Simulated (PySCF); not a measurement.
C₄H₆F₃P.
Cartesian coordinates in Å at the PBE0-D3(BJ)/def2-SVP level; atoms count from 1:
```xyz
14
C4H6F3P angstrom
F      1.4553   -1.3794   -0.0879
C      1.8496   -0.1706    0.3408
F      2.7638    0.2681   -0.5307
F      2.4561   -0.3608    1.5165
P      0.4841    1.1195    0.5194
C     -0.4288    0.7481   -1.0817
C     -1.2825   -0.3417   -0.4026
C     -0.9057   -0.0262    1.0588
H      0.1944    0.4372   -1.9324
H     -1.0027    1.6363   -1.3868
H     -2.3606   -0.2854   -0.6219
H     -0.9376   -1.3441   -0.6891
H     -0.6210   -0.8747    1.6971
H     -1.6673    0.5621    1.5933
```

Linear response at B3LYP/def2-SVPD (PySCF, frozen core in the response, non-relativistic).

Static isotropic polarisability: 73.29 au (10.86 Å³), principal values 67.2, 71.1, 81.5 au.

What is the polarisability at 1064 nm and at the sodium D line?

73.88 au at 1064 nm (+0.8 %), 75.30 au at 589.3 nm (+2.7 %). The rise at 589.3 nm is 3.37 times that at 1064 nm; a pure ω² law gives 3.26. The lowest singlet lies at 214 nm, shorter than both wavelengths.

What is the isotropic C6 coefficient between two such molecules, C6 = (3/π)∫α(iω)² dω?

2331 au (Eh·bohr⁶) by a ten-point quadrature over imaginary frequencies, which is 1390 eV·Å⁶ or 134 J·nm⁶/mol.

Which effective excitation energy ω̄ makes London's formula C6 = (3/4)α²ω̄ exact here?

ω̄ = 4·C6/(3α²) = 0.579 Eh = 15.7 eV. A one-pole form α(ω) = α/(1 − ω²/ω̄²) fitted to the 1064 nm value gives 13.0 eV. London's choice of the ionisation energy (9.32 eV, ΔSCF at the same level) gives C6 = 1380 au, 41 % too low.

What molar refraction at the D line follows from R = (4π/3)·N_A·α′, with α′ the polarisability volume?

α′ = 11.16 Å³ gives R = 28.15 cm³/mol, for isolated, non-vibrating species.

What three-body coefficient follows from the one-pole estimate C9 = (3/4)·α·C6?

128000 au. This is an estimate from the two numbers above, not a computed integral.

How anisotropic is the static polarisability, by Δα² = ½[(α1 − α2)² + (α2 − α3)² + (α3 − α1)²]?

Δα = 12.8 au, or 0.17 of the isotropic value.

How many electrons N does the Slater–Kirkwood formula C6 = (3/4)·√N·α^(3/2) need to give this C6?

N = (4·C6/3)²/α³ = 24.5; the species has 72 electrons in all.

The lowest 10 singlets have (eV, f): 5.81, 0.041; 6.15, 0.035; 6.81, 0.058; 7.09, 0.002; 7.28, 0.015; 7.49, 0.001; 7.79, 0.019; 7.85, 0.078; 7.96, 0.023; 8.03, 0.013. What share of the static polarisability do they carry in the sum over states α = Σ f/ω²?

4.33 au, 5.9 % of α; the largest term, 0.94 au, is that of the state at 7.85 eV. Their oscillator strengths add up to 0.28. Higher states carry the rest.

One conformer stands for the species.
